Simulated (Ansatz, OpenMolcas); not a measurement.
# B2H4F2 (SMILES [BH2-]1[F+][BH2-][F+]1): methods side by side

B2H4F2 has 8 atoms, charge 0, and is taken as a singlet. As SMILES, `[BH2-]1[F+][BH2-][F+]1`. The shape is that of a PBE0-D4/def2-TZVP optimisation.

Each level gives the vertical ionisation energy (to the doublet cation) (eV). The values are calculated.

```csv
level,kind,program,value (eV),less CCSD(T)/cc-pVDZ,CPU time (all runs)
revPBE/cc-pVDZ,GGA,OpenMolcas,10.85,-1.29,47 s
M06-2X/cc-pVDZ,hybrid meta-GGA,OpenMolcas,11.96,-0.18,66 s
PBE0/cc-pVDZ,global hybrid,OpenMolcas,11.51,-0.63,46 s
HSE06/cc-pVDZ,range-separated hybrid,Ansatz,11.49,-0.65,6.6 s
wB97M-V/cc-pVDZ,range-separated hybrid,Ansatz,11.81,-0.33,46 s
wB97X/cc-pVDZ,range-separated hybrid,Ansatz,11.90,-0.24,25 s
RPA@PBE/cc-pVDZ,RPA,Ansatz,11.69,-0.45,9.7 s
"CCSD(T)/cc-pVDZ, open shells restricted",coupled cluster or CI,OpenMolcas,12.14,0.00,55 s
```

CCSD(T)/cc-pVDZ, open shells restricted is the highest level here, not the true value. The values span 10.85 to 12.14 eV. Times are those of the runs behind each value, whatever else they computed, on shared processors of several kinds: orders of magnitude only.
